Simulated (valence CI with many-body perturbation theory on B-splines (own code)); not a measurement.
The numbers below are computed, except where a source is named.
**Ladder of approximations for Yb XXXII**

Method: valence CI with perturbative core correlation (CI+MBPT): three valence electrons over a frozen Dirac-Fock core [Kr], a basis of 9 s, 9 p, 10 d, 8 f, 5 g, 3 h, 1 i functions for each j, with the one-electron correlation potential Σ1, the two-electron term Σ2, the three-electron term Σ3, Breit, model QED; selected CI, second order for the rest (own B-spline code, finite nucleus).

No measured spectrum was set against this ion. As an estimate, large intervals hold to a few tenths of a per cent, small ones and those within an open d or f shell to about a per cent. Only levels of the ground parity were solved; by the run's estimate the other parity begins above the list, which can be wrong where configurations are misplaced.

Each rung adds one term. CI alone is the Dirac-Coulomb CI over the frozen core; QED comes last and gives the full result, which names the levels. Energies are above (4d3/2^3) J=3/2 on the same rung, in cm⁻¹.

Levels are named by their leading jj configuration (3d3/2^4 stands for four electrons in 3d with j = 3/2), which in mixed levels can hold well under half, so a name can repeat and another be missing. Letters in brackets count levels of one name in rising energy.

```csv
Level,CI alone
(4d3/2^2 4d5/2) J=5/2 [a],85566
(4d3/2^2 4d5/2) J=3/2,104925
(4d3/2^2 4d5/2) J=7/2,114702
(4d3/2^2 4d5/2) J=9/2,119938
(4d3/2^2 4d5/2) J=1/2,119304
(4d3/2^2 4d5/2) J=5/2 [b],174920
(4d3/2 4d5/2^2) J=7/2 [a],199913
(4d3/2 4d5/2^2) J=9/2,212094
(4d3/2 4d5/2^2) J=3/2 [a],223409
(4d3/2 4d5/2^2) J=1/2,231236
(4d3/2 4d5/2^2) J=11/2,242916
(4d3/2 4d5/2^2) J=5/2 [a],243679
(4d3/2 4d5/2^2) J=5/2 [b],259323
(4d3/2 4d5/2^2) J=7/2 [b],267571
(4d3/2 4d5/2^2) J=3/2 [b],307654
(4d5/2^3) J=9/2,322765
```

Task: What do these energies become with core correlation, Breit and QED?

Result: (4d3/2^2 4d5/2) J=5/2 [a] 84529 (-1037); (4d3/2^2 4d5/2) J=3/2 103408 (-1517); (4d3/2^2 4d5/2) J=7/2 111379 (-3323); (4d3/2^2 4d5/2) J=9/2 115332 (-4606); (4d3/2^2 4d5/2) J=1/2 117160 (-2144); (4d3/2^2 4d5/2) J=5/2 [b] 171392 (-3528); (4d3/2 4d5/2^2) J=7/2 [a] 196610 (-3302); (4d3/2 4d5/2^2) J=9/2 207675 (-4418); (4d3/2 4d5/2^2) J=3/2 [a] 220826 (-2583); (4d3/2 4d5/2^2) J=1/2 228638 (-2598); (4d3/2 4d5/2^2) J=11/2 235586 (-7330); (4d3/2 4d5/2^2) J=5/2 [a] 237642 (-6036); (4d3/2 4d5/2^2) J=5/2 [b] 253907 (-5417); (4d3/2 4d5/2^2) J=7/2 [b] 260261 (-7311); (4d3/2 4d5/2^2) J=3/2 [b] 305320 (-2334); (4d5/2^3) J=9/2 317432 (-5334).

Task: How does the ionisation energy move along the ladder, and which term matters most?

Result: CI alone 1221.4, + Σ1 1224.1, + Σ2 1225.7, + Σ3 1225.8, + Breit 1225.1, + QED 1225.1 eV. The largest step is Σ1, 2.7 eV. NIST lists 1224 ± 4 eV (theoretical).
